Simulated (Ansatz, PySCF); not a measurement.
Stretching the B1–H2 bond in BH2I (SMILES BI) (multiplicity 1 held, fragments rigid). Energies count from the point at 1.183 Å.
Geometry at that point (charge 0, multiplicity 1):
```xyz
4

B     -1.00687    -1.52824     0.26334
H     -0.62513    -2.30508     1.06916
H     -1.98652    -1.65891    -0.38610
I      0.14426     0.21897    -0.03773
```

Restricted levels (R-, RO-) in cc, def2 and unpolarised 6-31G sets keep to the state of the molecule at rest. U- levels take the lowest unrestricted solution at each point, which mixes spins at long bonds. Active spaces are followed from a long bond inwards. Levels need not reach the same state.

Cores are frozen in the correlated methods. Filled d and f shells under p-block atoms count as core. Rows in LANL2DZ carry no dispersion term and start afresh at each structure. LANL2DZ brings its own core potentials from Na on.

Programs: Ansatz (a program for electronic structure); PySCF for LANL2DZ rows. Values without a source in brackets are computed. In def2 rows elements past Kr take small-core potentials, without spin–orbit coupling.

Energies in kJ/mol.

```tsv
R (Å)	U-B3LYP/LANL2DZ	R-wB97X-V/def2-TZVPP	R-SCS-MP2/def2-TZVPP	R-CCSD(T)/def2-TZVPP	CASSCF(2,2)/def2-TZVPP	FIC-MRCISD+Q on CASSCF(2,2)/def2-TZVPP
0.946	108	107	104	105	114	105
1.064	22	22	21	21	26	21
1.183	0	0	0	0	0	0
1.301	13	13	14	13	9	13
1.419	45	45	48	45	37	45
1.597	109	110	114	108	95	109
1.774	178	182	185	175	157	175
2.070	286	296	296	274	249	274
2.365	372	394	388	349	316	348
2.720	423	490	470	402	366	404
3.193	447	585	539	425	395	437
3.784	456	668	572	411	405	449
```

Doubts at one or more of the structures used: a spin-contaminated determinant (U-B3LYP/LANL2DZ); a restricted determinant that unrestricted orbitals would lower (R-wB97X-V/def2-TZVPP, R-SCS-MP2/def2-TZVPP, R-CCSD(T)/def2-TZVPP); other coupled-cluster roots lie near (R-CCSD(T)/def2-TZVPP); T1 above 0.05 (R-CCSD(T)/def2-TZVPP).
